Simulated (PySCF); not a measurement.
C4H12S4Si, SMILES CS[Si](SC)(SC)SC, GFN2-xTB optimised geometry.

```
21

C      2.78     1.26     1.63
S      2.49     0.51     0.00
Si     0.33     0.51     0.00
S     -0.35    -0.49    -1.78
C      0.57    -2.05    -1.61
S     -0.35    -0.49     1.78
C     -2.14    -0.20     1.61
S     -0.45     2.52     0.00
C      0.14     3.07    -1.63
H      3.85     1.36     1.74
H      2.30     2.24     1.67
H      2.38     0.61     2.40
H      0.27    -2.67    -2.45
H      0.30    -2.52    -0.67
H      1.63    -1.84    -1.65
H     -2.34     0.86     1.65
H     -2.49    -0.62     0.67
H     -2.61    -0.71     2.44
H     -0.33     2.46    -2.40
H      1.22     2.98    -1.67
H     -0.16     4.10    -1.74
```

Density from PBE0/def2-SVP (PySCF 2.14.0) at that geometry.

Minimum of the electron density along straight lines between bonded atoms, close to the bond critical point (lines longer than 1.1 times the sum of covalent radii, or with two minima, are not listed):

| bond | length / Å | ρ at the minimum / e bohr⁻³ | ∇²ρ there / e bohr⁻⁵ | position (fraction from the first atom) |
|---|---|---|---|---|
| C1–S2 | 1.818 | 0.176 | -0.30 | 0.46 |
| S2–Si3 | 2.155 | 0.095 | 0.14 | 0.64 |
| Si3–S4 | 2.155 | 0.095 | 0.14 | 0.36 |
| S4–C5 | 1.818 | 0.176 | -0.30 | 0.54 |
| Si3–S6 | 2.155 | 0.095 | 0.14 | 0.36 |
| S6–C7 | 1.818 | 0.176 | -0.30 | 0.54 |
| Si3–S8 | 2.155 | 0.095 | 0.14 | 0.36 |
| S8–C9 | 1.818 | 0.176 | -0.30 | 0.54 |
| C1–H10 | 1.085 | 0.280 | -1.06 | 0.64 |
| C1–H11 | 1.086 | 0.281 | -1.08 | 0.64 |
| C1–H12 | 1.085 | 0.281 | -1.08 | 0.64 |
| C5–H13 | 1.085 | 0.280 | -1.06 | 0.64 |
| C5–H14 | 1.086 | 0.281 | -1.08 | 0.64 |
| C5–H15 | 1.085 | 0.281 | -1.08 | 0.64 |
| C7–H16 | 1.085 | 0.281 | -1.08 | 0.64 |
| C7–H17 | 1.086 | 0.281 | -1.08 | 0.64 |
| C7–H18 | 1.085 | 0.280 | -1.06 | 0.64 |
| C9–H19 | 1.085 | 0.281 | -1.08 | 0.64 |
| C9–H20 | 1.086 | 0.281 | -1.08 | 0.64 |
| C9–H21 | 1.085 | 0.280 | -1.06 | 0.64 |
